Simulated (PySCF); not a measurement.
## Exercise with solution: oscillator strength and radiative lifetime

C₄H₁₀O₂, SMILES C(OC)C(C)O.

Geometry: PBE0-D3(BJ)/def2-SVP. The values are those of a single conformer.

TDA-PBE/def2-SVPD run with PySCF puts the first singlet state with f over 0.02 at 6.16 eV (vertical), with the transition dipole (0.245, 0.170, -0.212) in atomic units.

Question: Find the oscillator strength, the wavelength and the radiative lifetime that this transition would have in vacuum if emission retraced absorption.

Answer: 
|μ|² = 0.1339 au, so |μ| = 0.93 D. ΔE = 6.16/27.211 = 0.2264 hartree. f = (2/3) ΔE |μ|² = 0.020 (the program prints 0.020).
λ = 1239.84/6.16 = 201 nm; ν = 49684 cm⁻¹.
Einstein's coefficient A = 0.6670 ν² f s⁻¹ (ν in cm⁻¹) = 3.3e7 s⁻¹, so τ = 1/A = 30 ns. This state is S1. The figure is the radiative limit of this one transition; relaxation, internal conversion, crossing to triplets and a medium change what is measured.
